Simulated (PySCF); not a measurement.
ClGa, triplet, geometry from GFN2-xTB (such geometries of metal compounds can be far from the true shape) (the spin is typed, not shown lowest).

PySCF was given this input:
```python
from pyscf import gto, scf, dft

mol = gto.Mole()
mol.atom = '''
    Ga   -0.00000000   -0.00000000   -0.78750881
    Cl    0.00000000    0.00000000    1.43604548
'''
mol.basis = 'def2-svp'
mol.spin = 2
mol.verbose = 4
mol.build()

mf = dft.UKS(mol)
mf.xc = 'wb97m_v'
mf.kernel()
```

Q: Predict the total energy from WB97M-V/def2-SVP (PySCF).

A: -2384.4720 Eh

Q: Predict the dipole moment from WB97M-V/def2-SVP.

A: 1.79 D

Q: What is the computed Mulliken (on the basis functions themselves) charges in atom order (WB97M-V/def2-SVP)?

A: Ga1 0.17, Cl2 -0.17

Q: Give the <S^2> at the level WB97M-V/def2-SVP.

A: 2.004

These values belong to the state on which the SCF converged, which isn't shown to be the lowest.

Q: Roughly what does it cost on one core?

A: roughly 40 core-seconds.
